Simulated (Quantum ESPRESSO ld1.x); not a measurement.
Question: These are the eigenvalues of the occupied orbitals of an atom or ion with whole-number occupations (eV). Calculated with ld1.x of Quantum ESPRESSO 7.5: scalar-relativistic Kohn-Sham, LDA (Slater exchange, VWN5 correlation), spin-polarised, spherical densities, point nucleus.

| orbital | eigenvalue |
|---|---|
| 1s up | -6127.634 |
| 1s down | -6126.265 |
| 2s up | -917.664 |
| 2s down | -916.266 |
| 2p up | -814.197 |
| 2p down | -812.512 |
| 3s up | -286.615 |
| 3s down | -281.122 |
| 3p up | -256.265 |

Which element is it, and in what charge state? The configuration may be excited. Open shells, if any, are filled with parallel spins first.

Answer: Z = 24, chromium, charge +10: Cr10+ in [Ne] 3s2 3p2. The list shows which subshells hold electrons but not how many an open one holds; the 1s level, -225.19 hartree, gives Z - s = 21.2 by -(Z - s)^2/2, which with screening and relativity narrows Z to a few neighbours, and the depths of the outer levels then fix element, charge and occupations together.
